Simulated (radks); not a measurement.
Results of a calculation; reference values are marked as such.
Coulomb parameter of the 4f shell of the erbium ion Er2+ in the model configuration [Xe] 4f11 6p1, as a second difference U = [E(n + 0.5) + E(n - 0.5) - 2 E(n)] / (0.5)^2 with all orbitals relaxed. "Bare": the charge of the atom changes with n. "Screened": the 6p shell takes up the change at fixed total charge, which measures U(4f,4f) + U(6p,6p) - 2 U(4f,6p). Level of theory: Dirac Kohn-Sham, BLYP, spin-unpolarised, spherical densities, point nucleus; open shells are shared between the two j in proportion to 2j + 1 (a radial shooting solver on a logarithmic mesh with Libxc functionals).

case               configuration  E - E(n) (eV)
start              [Xe] 4f11 6p1          0.000
bare +0.5        [Xe] 4f11.5 6p1        -11.519
bare -0.5        [Xe] 4f10.5 6p1         16.070
screened +0.5  [Xe] 4f11.5 6p0.5         -6.259
screened -0.5  [Xe] 4f10.5 6p1.5          8.528

U(bare) = 18.206 eV, U(screened by 6p) = 9.074 eV.
